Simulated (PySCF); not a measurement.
pent-4-en-1-ol (C₅H₁₀O), SMILES C(CO)CC=C.

Geometry: PBE-D3(BJ)/def2-SVP. Other conformers were not sampled.

Computed with PBE-D3(BJ)/def2-SVP run with PySCF.

Frequencies are harmonic and unscaled.

```csv
mode,ν (cm⁻¹),IR (km/mol),moving atoms (share of kinetic energy)
1,47,0.3,"C 44 %, O 34 %, H 23 %"
2,86,2.1,"C 56 %, H 33 %, O 11 %"
3,183,8.9,"C 41 %, H 33 %, O 26 %"
4,242,24.6,"H 53 %, C 37 %, O 10 %"
5,278,84.8,"H 84 %, C 13 %"
6,356,2.8,"H 52 %, C 36 %, O 12 %"
7,407,4.4,"C 51 %, H 46 %"
8,501,4.8,"H 46 %, C 41 %, O 13 %"
9,660,11.3,"H 55 %, C 44 %"
10,740,3.5,"H 70 %, C 27 %"
11,835,3.7,"C 60 %, H 40 %"
12,894,31.7,"H 72 %, C 28 %"
13,907,2.3,"H 57 %, C 38 %"
14,930,24.3,"H 52 %, C 43 %"
15,997,5.6,"H 68 %, C 25 %"
16,1010,14.6,"H 87 %, C 12 %"
17,1050,1.2,"C 54 %, H 45 %"
18,1076,61.0,"H 44 %, C 42 %, O 14 %"
19,1114,12.1,"C 46 %, H 43 %, O 11 %"
20,1163,7.6,"H 71 %, C 27 %"
21,1201,3.5,"H 81 %, C 16 %"
22,1231,31.2,"H 82 %, C 15 %"
23,1253,2.8,"H 80 %, C 20 %"
24,1266,11.4,"H 86 %, C 13 %"
25,1300,3.3,"H 73 %, C 26 %"
26,1325,5.6,"H 67 %, C 33 %"
27,1375,1.6,"H 87 %, C 13 %"
28,1393,4.0,"H 91 %, C 9 %"
29,1402,1.8,"H 68 %, C 31 %"
30,1411,12.8,"H 80 %, C 19 %"
31,1456,7.9,H 92 %
32,1674,9.3,"C 88 %, H 12 %"
33,2889,64.5,H 95 %
34,2920,60.7,"H 90 %, C 10 %"
35,2972,22.3,H 95 %
36,2976,29.3,H 94 %
37,3024,18.0,"H 91 %, C 9 %"
38,3034,19.3,"H 90 %, C 10 %"
39,3060,15.1,H 95 %
40,3072,8.4,"H 92 %, C 8 %"
41,3161,12.7,"H 89 %, C 11 %"
42,3727,27.0,H 94 %
```
